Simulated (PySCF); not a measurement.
## SMILES CC(C)=C=C(C)Br, C₆H₉Br

Cartesian coordinates in Å; atom numbers follow the order of the lines, from 1:
```xyz
16

C    -2.1972   -1.7740   -1.4310
C    -1.4820   -1.3249   -0.1872
C    -2.2346   -1.4446    1.1088
C    -0.2583   -0.8428   -0.2319
C     0.9553   -0.3643   -0.2771
C     2.2379   -1.1218   -0.1632
Br    1.1860    1.5296   -0.5171
H    -3.1349   -1.2072   -1.5573
H    -2.4746   -2.8387   -1.3525
H    -1.5825   -1.6365   -2.3297
H    -2.5444   -2.4891    1.2801
H    -1.6335   -1.1111    1.9644
H    -3.1558   -0.8392    1.0710
H     2.8487   -0.9905   -1.0701
H     2.8308   -0.7564    0.6898
H     2.0327   -2.1923   -0.0230
```

Computed, not measured: PySCF 2.14.0, TDDFT CAM-B3LYP/aug-cc-pVDZ excited states, vertical, gas phase. Geometry: PBE0-D3(BJ)/def2-SVP.

The calculation is non-relativistic, which matters for the atoms heavier than Zn. Singlets 2 and 3 lie within 0.01 eV of each other, so their separate moments and overlaps can depend on how they mix.

(1) Give the one- and two-photon strengths of the lowest singlets.

Answers

(1) δ for parallel linear polarisation; σ at the peak of a Lorentzian of half width 0.1 eV, single beam; Ω is circular over linear.
| state | E (eV) | f | photon λ (nm) | δ (au) | σ (GM) | Ω | main |
| --- | --- | --- | --- | --- | --- | --- | --- |
| S1 | 4.70 | 0.000 | 527 | 0.54 | 0.00 | 1.50 | HOMO→LUMO+1 0.81 |
| S2 | 5.89 | 0.118 | 421 | 67.3 | 0.86 | 0.67 | HOMO−1→LUMO+1 0.46, HOMO−2→LUMO+1 0.24 |
| S3 | 5.89 | 0.002 | 421 | 1.28 | 0.02 | 0.77 | HOMO−1→LUMO+8 0.45, HOMO−1→LUMO+3 0.28 |
| S4 | 6.05 | 0.001 | 410 | 92.7 | 1.24 | 1.50 | HOMO→LUMO 0.66, HOMO→LUMO+2 0.14 |
| S5 | 6.23 | 0.012 | 398 | 51.2 | 0.73 | 0.87 | HOMO−1→LUMO 0.67, HOMO−2→LUMO+1 0.18 |
| S6 | 6.34 | 0.047 | 391 | 226 | 3.33 | 0.92 | HOMO−2→LUMO+1 0.33, HOMO−1→LUMO+1 0.29 |

Among these, the strongest one-photon state is S2, the strongest two-photon state S6, with a dipole change of 1.4 D (relaxed, norm of the difference vector).
